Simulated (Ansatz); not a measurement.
Geometry optimisation, RKS PBE-D4/6-31G* in Ansatz 0.2.0.

Input:

```yaml
crystal:
  periodic: [false, false, false]
  atoms:
    - { symbol: Al, position_ang: [0.028643, 0.562509, -0.260199] }
    - { symbol: F, position_ang: [-0.215857, -0.300439, 2.472103] }
    - { symbol: O, position_ang: [1.645594, 0.073852, -0.607022] }
    - { symbol: H, position_ang: [1.796699, -0.794097, -1.021835] }
    - { symbol: H, position_ang: [-1.301202, -0.122643, -0.804097] }
    - { symbol: S, position_ang: [-0.063708, 2.531536, 0.825898] }
    - { symbol: H, position_ang: [1.291167, 2.557758, 0.976267] }
    - { symbol: H, position_ang: [-0.310736, 0.631724, 2.577585] }
basis:
  gaussian: { orbitals: "6-31G*" }
hamiltonian:
  xc: pbe
  dispersion: d4
relax:
  f_tol: 0.03
  max_steps: 50
```

Launched with:

```bash
$ ansatz run input.yaml --threads 1 --pin off --max-ram 2048MiB --backend cpu --events-out ev --progress --plain --runs-dir out
```

Question: Where does it end, and by what steps?

Answer: The forces met the threshold. After 24 steps the energy has fallen by 1.091 eV; H8 moved furthest, 1.53 Å. Parted: F2–H8 (0.94 → 3.03 Å). Joined: Al1–F2 (2.88 → 1.68 Å), S6–H8 (2.60 → 1.36 Å).

```tsv
step	energy less start (eV)	largest force component (eV/Å)	accepted
0	0.0000	0.656	yes
1	-0.1575	0.470	yes
2	-0.3324	0.524	yes
3	-0.4449	0.828	yes
4	-0.4772	0.333	yes
5	-0.5120	0.294	yes
6	-0.5453	0.301	yes
7	-0.5691	0.546	yes
8	-0.6124	1.308	yes
9	-0.7144	1.001	yes
10	-0.8594	1.807	yes
11	-0.8952	1.116	yes
12	-1.0030	0.234	yes
13	-1.0295	0.859	yes
14	-1.0568	0.402	yes
15	-1.0721	0.176	yes
16	-1.0750	0.161	yes
17	-1.0650	0.778	no
18	-1.0829	0.078	yes
19	-1.0856	0.217	yes
20	-1.0892	0.073	yes
21	-1.0895	0.070	yes
22	-1.0905	0.067	yes
23	-1.0905	0.040	yes
24	-1.0909	0.024	yes
```

```xyz
8
Properties=species:S:1:pos:R:3
Al -0.104 -0.092 0.230
F -0.240 -0.830 1.737
O 1.511 0.143 -0.399
H 1.831 -0.491 -1.066
H -1.378 -0.195 -0.730
S 0.019 2.325 1.003
H 1.369 2.146 1.043
H -0.136 2.134 2.340
```

Whether the end is a true minimum wasn't checked by a vibrational analysis.

Run time: 62 s on 1 thread of Arm Neoverse V2, with other jobs on the host, peak memory 0.14 GiB.
